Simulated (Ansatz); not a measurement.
Geometry optimisation, RKS PBE0/def2-SVP (Ansatz).

input.yaml

```yaml
crystal:
  periodic: [false, false, false]
  atoms:
    - { symbol: "N", position_ang: [-1.782, -0.7076, -0.5234] }
    - { symbol: Si, position_ang: [-0.1512, -0.5546, -0.2872] }
    - { symbol: Si, position_ang: [0.5833, -1.6041, 1.6336] }
    - { symbol: C, position_ang: [0.3304, 1.2385, -0.2588] }
    - { symbol: C, position_ang: [1.35117, 1.72184, 0.41346] }
    - { symbol: F, position_ang: [1.64607, 3.05445, 0.30614] }
    - { symbol: H, position_ang: [-2.0415, -0.2515, -1.4323] }
    - { symbol: H, position_ang: [-2.2911, -0.0946, 0.1532] }
    - { symbol: H, position_ang: [0.4705, -1.1452, -1.4448] }
    - { symbol: H, position_ang: [0.2997, -3.0584, 1.6573] }
    - { symbol: H, position_ang: [-0.0393, -0.9856, 2.8598] }
    - { symbol: H, position_ang: [2.1089, -1.432, 1.7953] }
    - { symbol: H, position_ang: [-0.16841, 1.84839, -1.02618] }
    - { symbol: H, position_ang: [1.99205, 1.24029, 1.07516] }
basis:
  gaussian: { orbitals: def2-SVP }
hamiltonian:
  xc: pbe0
relax:
  f_tol: 0.015
  max_steps: 40
```

Run as:

```bash
$ ansatz run input.yaml --threads 2 --pin off --max-ram 3072MiB --backend cpu --events-out ev --progress --plain --runs-dir out
```

Problem. Where does it end, and by what steps?

Solution. It converged. The force dipped under the threshold on the way, but the program's further checks kept it going. After 16 steps the energy has fallen by 0.568 eV; H13 moved furthest, 0.67 Å.

```csv
step,energy less start (eV),largest force component (eV/Å),accepted
0,0.0000,3.922,yes
1,-0.3832,1.678,yes
2,-0.4745,0.999,yes
3,-0.4814,1.235,yes
4,-0.5426,0.328,yes
5,-0.5574,0.111,yes
6,-0.5616,0.043,yes
7,-0.5630,0.134,yes
8,-0.5645,0.074,yes
9,-0.5658,0.074,yes
10,-0.5670,0.080,yes
11,-0.5671,0.088,yes
12,-0.5676,0.097,yes
13,-0.5679,0.023,yes
14,-0.5682,0.006,yes
15,-0.5683,0.010,yes
16,-0.5683,0.010,yes
```

```xyz
14
Properties=species:S:1:pos:R:3
N -1.837 -0.626 -0.386
Si -0.106 -0.489 -0.381
Si 0.656 -1.569 1.566
C 0.579 1.254 -0.474
C 1.267 1.832 0.509
F 1.739 3.072 0.437
H -2.344 -0.535 -1.259
H -2.374 -0.234 0.381
H 0.356 -1.223 -1.599
H 0.292 -3.018 1.515
H 0.010 -0.966 2.777
H 2.139 -1.455 1.740
H 0.409 1.863 -1.372
H 1.522 1.365 1.468
```

Run time: 83 s on 2 threads of Arm Neoverse V1, on a shared host, peak memory 0.34 GiB.
